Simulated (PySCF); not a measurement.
A geometry optimisation on `Cl[C@]1(Br)C[SiH2]1`.

Computed with PBE0-D3(BJ)/def2-SVP geometry optimisation, gas phase (PySCF 2.14.0). Start geometry: GFN2-xTB. A driver script takes a list of jobs; this job's settings line and coordinates (Å) are shown.

Command:
```bash
OMP_NUM_THREADS=1 python probes_run.py task.json out
```

Input:
```
{"job": {"xc": "PBE0", "basis": "def2-SVP", "d3": "d3bj", "grid": 1, "shake": 0.01, "kind": "geom"}, "charge": 0, "multiplicity": 1}
Cl    -1.743350    -0.963450    -1.263190
C     -0.765850    -0.354910     0.061610
Br    -1.753910    -0.420000     1.751930
C      0.010090     0.959110    -0.200380
Si     1.141280    -0.520420     0.026050
H     -0.120610     1.715910     0.571790
H     -0.171360     1.380800    -1.179520
H      1.782190    -0.674900     1.328250
H      1.679340    -1.139300    -1.130280
```

Q: Estimate the output.

A: 
```
step   0  E = -3401.14990086  max force = 0.032034
step   1  E = -3401.14977368  max force = 0.016925
step   2  E = -3401.15264646  max force = 0.010423
step   3  E = -3401.15378718  max force = 0.002562
step   4  E = -3401.15387620  max force = 0.001190
step   5  E = -3401.15388812  max force = 0.000340
optimisation converged
```

Energies in Eh; «max force» is the largest Cartesian gradient component in Eh/bohr.

Q: Give the first gradient maximum in eV/Å.

A: With 1 Eh/bohr = 51.422 eV/Å, 1.647 eV/Å.

Q: How much energy does the optimisation release, in eV?

A: E(step 0) − E(last step) = 0.003987 Eh, which is 0.108 eV.

Main results: final energy -3401.15389 Eh after 5 steps; dipole 2.31 D.

On one thread, Arm Neoverse V1 (aarch64), shared host with 32 logical CPUs at a one-minute load of 29, this took 41 s and 0.47 GiB of memory at its peak.
Labels such as C1 count atoms from 1, the log's own numbers from 0.
